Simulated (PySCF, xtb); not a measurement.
C4H5FO2, SMILES C[C@H]1OC=C(F)O1.

GFN2-xTB run with xtb at its own geometry gives an orbital gap of 4.50 eV and a dipole moment of 1.84 D.

The structure is a stationary point at PBE-D3(BJ)/def2-SVP. The structure was generated by enumeration; whether it is a known compound was not checked. The values are those of a single conformer.

Problem. What does HF/def2-TZVP in PySCF give? (An estimate is asked for; the answer gives what the named calculation found.)

Solution. gap 12.90 eV (levels -8.89 and 4.00 eV), dipole 1.50 D.
